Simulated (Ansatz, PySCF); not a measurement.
## Bi(CN)3 in two programs

Bi(CN)3 (singlet), relaxed with PySCF 2.14.0, RKS r2SCAN, Bi def2-SVP with ECP60, C def2-SVP, N def2-SVP; non-relativistic Hamiltonian with scalar-relativistic core potentials where named; density fitting; no spin-orbit coupling:

```xyz
7

Bi    0.0000    0.0000    1.2015
C     1.8616    0.0000   -0.0324
N     2.9005    0.0000   -0.5619
C    -0.9308    1.6122   -0.0324
N    -1.4502    2.5119   -0.5619
C    -0.9308   -1.6122   -0.0324
N    -1.4503   -2.5119   -0.5619
```

There the HOMO–LUMO gap is 5.46 eV. 

The same geometry by Ansatz 0.2.0 (PBE, PAW, a periodic box with 9 Å of vacuum):

```json
{"spin-orbit coupling": "without", "gap (eV)": "4.97", "largest force component (eV/Å)": "0.05"}
```

What does the run with spin-orbit coupling give?

gap (eV): 4.44, largest force component (eV/Å): 0.09. It took 35 s on 2 threads of Arm Neoverse V1 (shared host), peak memory 2.5 GiB.

The spin-orbit runs use fully relativistic datasets of their own, so changes of a few hundredths of an eV needn't come from the coupling.

No frequency check is given that shows the relaxed geometry to be a minimum.

The two programs differ in functional, so their gaps don't test each other.
